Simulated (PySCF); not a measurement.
Compound: SiF₅ (charge -1).
SMILES with atom numbers: `[F:1][Si-:2]([F:3])([F:4])([F:5])[F:6]`

Cartesian coordinates in Å at the GFN2-xTB level; atoms count from 1:
```
atom  x, y, z in Å
F1     0.0929    1.5729   -0.4139
Si2    0.0003    0.0004   -0.0040
F3     0.6389   -0.5103    1.4034
F4    -1.4428    0.2825    0.7534
F5     1.4437   -0.2824   -0.7613
F6    -0.7299   -1.0612   -0.9992
```

Level of theory: delta-SCF UKS SCAN, pcX-2 on the ionised atom, pcseg-1 elsewhere, spin-free X2C (PySCF). The ground state was rerun for each ionised atom, in the same mixed basis as its hole state.

```csv
ionised atom,basis functions,E(ground) (Eh),E(ionised) (Eh)
F1,119,-789.91552,-764.65560
Si2,130,-789.95990,-722.15178
```

Q: What are the 1s binding energies?

A: E(ionised) − E(ground), at 27.2114 eV a hartree:

```json
{"atom": "F1", "environment": "silicon-bound fluorine", "difference (Eh)": "25.25992", "binding energy (eV)": "687.36"}
{"atom": "Si2", "environment": "silicon bonded to 5 F", "difference (Eh)": "67.80812", "binding energy (eV)": "1845.15"}
```

Q: How much do the ground-state energies differ, and what would follow from using one of them for all holes?

A: They run from -789.9599 Eh (core basis on Si2) to -789.9155 Eh (on F1), 0.0444 Eh or 1.21 eV apart, though the state is the same; only basis and grid differ. Pairing the ion of F1 with the ground state of Si2 would put its binding energy 1.21 eV too high.

Only 1s holes are shown. The first atom of each set that the bonding makes equivalent was ionised and stands for the set. The species carries charge -1, so core ionisation leaves a neutral species. The basis sets have no added diffuse functions. Isolated species at its GFN2-xTB geometry, gas phase.

Hardware: Arm Neoverse V1, one thread, no GPU, on a shared host. Cost: 9.9 s of wall time.
